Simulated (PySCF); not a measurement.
Structure problem from calculated spectra and properties.

Elements present: B, C, H and O. Monoisotopic mass: 87.0987 u (electron mass counted); charge -1.

- Couplings: largest of the computed one-bond spin–spin couplings (means over like bonds): 13C–1H +126.7 (×9), 11B–1H +95.5 (×2), 17O–1H -66.1, 13C–11B +42.3, 13C–13C +33.9 (×3), 17O–11B +2.5 Hz [B3LYP/pcJ-1, spin–dipole term left out for some pairs]
- Rotational structure: rotational constants A, B, C: 4.361, 2.441, 2.425 GHz [PBE0-D3(BJ)/def2-SVP]
- NMR, other nuclei: isotropic shieldings of nuclei other than C and H, by class: 105 (1 B), 317 (1 O) ppm [GIAO PBE0/pcSseg-1]
- 1H NMR: chemical shifts (computed TMS as zero) by class: 2.36 (2 H), 0.53 (9 H), -2.05 (1 H) ppm [GIAO PBE0/pcSseg-1]
- 13C NMR: chemical shifts (computed TMS as zero) by class: 32.5 (3 C), 21.1 (1 C) ppm [GIAO PBE0/pcSseg-1]
- XPS: B1s 188.6, C1s 284.5, C1s 285.8 (×3), O1s 532.0 eV [ΔSCF SCAN, pcX-2 on the ionised atom, pcseg-1 elsewhere, spin-free X2C]

Gas-phase values; electronic properties from PySCF, density fitting. Levels stand in brackets. Isolated species at its PBE0-D3(BJ)/def2-SVP geometry (one conformer only). The geometry's basis has no diffuse functions, a weakness for an anion. No diffuse functions stand in pcJ-1 and pcSseg-1, which bears on an anion's orbital energies. NMR values are class means; diastereotopic atoms form classes of their own.

Question: Which formula fits the mass and the elements?

Answer: C4H12BO (calculated 87.0987). No other formula that holds each of these elements comes within 0.0003 u with a fitting electron parity and a possible valence count.

Question: Propose a structure and show how it fits.

Answer: Numbering: `[CH3:1][C:2]([CH3:3])([CH3:4])[BH2-:5][OH:6]`. 4 carbons fall into 2 classes; from least to most shielded: methyl carbon [C1/C3/C4] (32.5 ppm, 3 C), sp3 carbon bound to boron [C2] (21.1 ppm). Hydrogen classes from least to most shielded: 2 H on a four-coordinate boron, B5 (2.36 ppm), 9 H on 3 methyl carbons, C1/C3/C4 (0.53 ppm, a mean of values up to 2.0 ppm apart in this geometry), 1 H on a boron-bound oxygen, O6 (-2.05 ppm). The other shieldings belong to: 105 ppm, four-coordinate boron [B5]; 317 ppm, boron-bound oxygen [O6]. The couplings run between: +126.7 Hz, methyl carbon [C1] and its hydrogen (with 8 like pairs); +95.5 Hz, four-coordinate boron [B5] and its hydrogen (with 1 like pair); -66.1 Hz, boron-bound oxygen [O6] and its hydrogen; +42.3 Hz, sp3 carbon bound to boron [C2] and four-coordinate boron [B5]; +33.9 Hz, methyl carbon [C1] and sp3 carbon bound to boron [C2] (with 2 like pairs); +2.5 Hz, boron-bound oxygen [O6] and four-coordinate boron [B5]. The core levels belong to: B1s 188.6 eV, four-coordinate boron [B5]; C1s 284.5 eV, sp3 carbon bound to boron [C2]; C1s 285.8 eV, methyl carbon [C1/C3/C4]; O1s 532.0 eV, boron-bound oxygen [O6]. One atom of each topological class was ionised and stands for its class. By its constants the optimised geometry is a nearly prolate symmetric top. Structure: `CC(C)(C)[BH2-]O`. Computed isomers that give other values at the same levels: `CCC[BH2-]OC` (rotational constant A: 6.590 GHz; this holds for the one conformer computed). The assignments are read from this structure; whether some other isomer fits the data as well wasn't checked.

The values belong to the conformer `[CH3:1][C:2]([CH3:3])([CH3:4])[BH2-:5][OH:6]`: C1–C2–B5–O6 62°, H–O6–B5–C2 -71°.
